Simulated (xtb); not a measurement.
Input file for xtb: GFN-FF on CH3FGeO (SMILES C[O][Ge][F]), a point of a torsion scan.

```
$ xtb mol.xyz --gfnff --sp --chrg 0 --uhf 0
7

C     -0.96659105    -0.05783725     0.12442305
O      0.24970690     0.65213528     0.04038198
Ge     1.93871264     0.85765003    -0.19455552
F      2.60217356    -0.78087901     0.37944649
H     -1.49946338     0.02691049    -0.82445961
H     -1.57506180     0.37865046     0.91918941
H     -0.78396378    -1.11008757     0.34691821
```

It printed:

```
[...]
           -------------------------------------------------
          |                Calculation Setup                |
           -------------------------------------------------



          ==================== Thresholds ====================
          CN  :   150.00000
          rep :   500.00000
          disp:  2500.00000
          HB1 :   250.00000
          HB2 :   450.00000

          Pauling EN used:
          Z : 1  EN :  2.20
          Z : 6  EN :  2.55
          Z : 8  EN :  3.44
          Z : 9  EN :  3.98
          Z :32  EN :  2.01
          electric field strengths (au): 0.000

           -------------------------------------------------
          |           Force Field Initialization            |
           -------------------------------------------------

          distances ...
          ----------------------------------------
          generating topology and atomic info file ...
          pair mat ...
          computing topology distances matrix with Floyd-Warshall algo ...
          making topology EEQ charges ...
          #fragments for EEQ constrain: 1
          ----------------------------------------
          generating topology and atomic info file ...
          pair mat ...
          computing topology distances matrix with Floyd-Warshall algo ...
          making topology EEQ charges ...
          #fragments for EEQ constrain: 1
          rings ...
          # BATM   14
          # H in HB   3
          doing iterative Hueckel for 2 subsystem(s) ...

  atom   neighbors  erfCN metchar sp-hybrid imet pi  qest     coordinates
    1  C       4    3.49   0.00         3    0    0   0.035   -1.826592   -0.109297    0.235125
    2  O       2    1.92   0.00         3    0    0  -0.343    0.471878    1.232357    0.076311
    3  Ge      2    1.91   0.02         2    0    0   0.393    3.663636    1.620724   -0.367657
    4  F       1    0.96   0.00         0    0    0  -0.307    4.917395   -1.475647    0.717050
    5  H       1    0.97   0.00         0    0    0   0.074   -2.833575    0.050853   -1.558003
    6  H       1    0.97   0.00         0    0    0   0.074   -2.976435    0.715546    1.737016
    7  H       1    0.97   0.00         0    0    0   0.074   -1.481477   -2.097761    0.655580

          #atoms :   7
          #bonds :   6
          #angl  :   8
          #tors  :   4
          #nmol  :   1
          #optfrag :   1
           -------------------------------------------------
          |                   G F N - F F                   |
          |          A general generic force-field          |
          |                  Version 1.0.3                  |
           -------------------------------------------------
          Number of HB bonds (bound hydrogen)     18
          Number of HB bonds (unbound hydrogen)   0
          Number of XB bonds                      0

 E+G (total)                   0 d,  0 h,  0 min,  0.000 sec
 distance/D3 list               ...        0 min,  0.000 sec (  0.978%)
 non bonded repulsion           ...        0 min,  0.000 sec ( 15.428%)
 dCN                            ...        0 min,  0.000 sec (  3.358%)
 EEQ energy and q               ...        0 min,  0.000 sec ( 12.667%)
 D3                             ...        0 min,  0.000 sec ( 14.881%)
 EEQ gradient                   ...        0 min,  0.000 sec (  5.190%)
 bonds                          ...        0 min,  0.000 sec (  8.504%)
 bend and torsion               ...        0 min,  0.000 sec ( 12.675%)
 bonded ATM                     ...        0 min,  0.000 sec (  5.711%)
 HB/XB (incl list setup)        ...        0 min,  0.000 sec ( 13.633%)
Note: The following floating-point exceptions are signalling: IEEE_UNDERFLOW_FLAG IEEE_DENORMAL
normal termination of xtb

         :::::::::::::::::::::::::::::::::::::::::::::::::::::
         ::                     SUMMARY                     ::
         :::::::::::::::::::::::::::::::::::::::::::::::::::::
         :: total energy              -0.778132535763 Eh    ::
         :: gradient norm              0.094889340353 Eh/a0 ::
         ::.................................................::
         :: bond energy               -0.753746218331 Eh    ::
         :: angle energy               0.029990425580 Eh    ::
         :: torsion energy             0.001208048725 Eh    ::
         :: repulsion energy           0.033672472962 Eh    ::
         :: electrostat energy        -0.087021505814 Eh    ::
         :: dispersion energy         -0.002245945432 Eh    ::
         :: HB energy                  0.000000000000 Eh    ::
         :: XB energy                  0.000000000000 Eh    ::
         :: bonded atm energy          0.000010186548 Eh    ::
         :: external energy            0.000000000000 Eh    ::
         :: add. restraining           0.000000000000 Eh    ::
         :: total charge              -0.000000000000 e     ::
         :::::::::::::::::::::::::::::::::::::::::::::::::::::

           -------------------------------------------------
          |                Property Printout                |
           -------------------------------------------------

molecular dipole:
                 x           y           z       tot (Debye)
 q only:       -0.709       0.529      -0.318       2.390

           -------------------------------------------------
          | TOTAL ENERGY               -0.778132535763 Eh   |
          | GRADIENT NORM               0.094889340353 Eh/α |
           -------------------------------------------------
########################################################################
[WARNING] Runtime exception occurred
-1- gfnff_setup: Could not read topology file.
########################################################################

------------------------------------------------------------------------
------------------------------------------------------------------------
 total:
 SCF:
```

The run finished.

Cost: very roughly 0.020 core-seconds.
